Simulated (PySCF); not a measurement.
**Correlation energy of Ge²⁺ (germanium, charge +2)**

[Ar] 3d10 4s2, closed-shell 1S. All numbers are calculated (PySCF 2.14, the non-relativistic Hamiltonian (point nucleus), in 6-31G* (5s4p3d, 32 functions)). Frozen: [Ar] 3d10; 2 electrons correlated.

Total MP2 correlation energy: -25.26 mhartree.

Same-spin part 0.00 and opposite-spin part -25.26 mhartree; SCS-MP2 scales them by 1/3 and 6/5 to -30.31 mhartree.

With two correlated electrons CCSD is exact within the correlated space (frozen core and kept virtual orbitals).

| level | correlation energy (mhartree) |
| --- | --- |
| CCSD | -37.13 |

Diagnostics: T1 = 0.0027, D1 = 0.0038, largest double amplitude 0.107.

Cost of the coupled-cluster step: 0.06 s of wall time on 1 thread of Neoverse-V1 (shared host), for 2 correlated electrons.

Iterations:

```
CC2 = 0
CCSD nocc = 1, nmo = 18
frozen orbitals [0, 1, 2, 3, 4, 5, 6, 7, 8, 9, 10, 11, 12, 13]
max_cycle = 100
direct = 0
conv_tol = 1e-08
conv_tol_normt = 1e-06
diis_space = 8
diis_start_cycle = 0
Init t2, MP2 energy = -2074.22429260208  E_corr(MP2) -0.0252557554595431
Init E_corr(CCSD) = -0.0252557554601981
cycle = 1  E_corr(CCSD) = -0.0327947211211649  dE = -0.00753896566  norm(t1,t2) = 0.0440979
cycle = 2  E_corr(CCSD) = -0.0353948092687012  dE = -0.00260008815  norm(t1,t2) = 0.0177796
cycle = 3  E_corr(CCSD) = -0.0371391489905041  dE = -0.00174433972  norm(t1,t2) = 0.00758198
cycle = 4  E_corr(CCSD) = -0.0371308164395094  dE = 8.33255099e-06  norm(t1,t2) = 0.000260053
cycle = 5  E_corr(CCSD) = -0.0371335494853671  dE = -2.73304586e-06  norm(t1,t2) = 1.54436e-05
cycle = 6  E_corr(CCSD) = -0.0371323390984958  dE = 1.21038687e-06  norm(t1,t2) = 4.11453e-06
cycle = 7  E_corr(CCSD) = -0.0371324652817135  dE = -1.26183218e-07  norm(t1,t2) = 6.18139e-07
cycle = 8  E_corr(CCSD) = -0.0371324747157083  dE = -9.43399484e-09  norm(t1,t2) = 1.12224e-07
CCSD converged
E(CCSD) = -2074.236169321341  E_corr = -0.03713247471570834
```
